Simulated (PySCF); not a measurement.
# Diatomics of H with group 14

CCSD(T) with double-zeta basis sets in PySCF, for the lowest determinant that a PBE0 search found; no spin–orbit coupling. De refers to high-spin ground-configuration atoms.

| M | basis | reference, frozen orbitals | state (unpaired electrons) | Re (Å) | ωe (cm⁻¹) | De (eV) |
| --- | --- | --- | --- | --- | --- | --- |
| C | def2-SVP | UHF, 1 | doublet (π ↑) | 1.132 | 2890 | 3.38 |
| Si | cc-pV(D+d)Z/cc-pVDZ | UHF, 5 | doublet (π ↑) | 1.533 | 2034 | 2.92 |
| Ge | cc-pVDZ-PP/cc-pVDZ | UHF, 4 | doublet (π ↑) | 1.603 | 1882 | 2.69 |
| Sn | def2-SVP | UHF, 4 | doublet (π ↑) | 1.781 | 1704 | 2.42 |
| Pb | def2-SVP | UHF, 4 | doublet (π ↑) | 1.856 | 1573 | 2.23 |

Task: By what factor does the harmonic wavenumber vary along the series?

Result: At CCSD(T) it runs from 1573 cm⁻¹ (PbH) to 2890 cm⁻¹ (CH), a factor of 1.84.

The rows differ in basis set, which adds steps of its own.

Down a group the atoms grow and get heavier, so bonds lengthen and wavenumbers fall; this series shows no clear exception.

Correlated steps freeze the inner cores (1 to 5 orbitals); shallow outer-core shells are correlated. Correlated levels converge slowly with the basis: in double zeta they bind strong bonds too weakly, by up to about 1 eV, and carry superposition errors of some tenths. These are scalar-relativistic numbers at best; spin–orbit coupling would shift them, the dissociation energy most. States were picked by a PBE0 search and need not be the measured ground states.
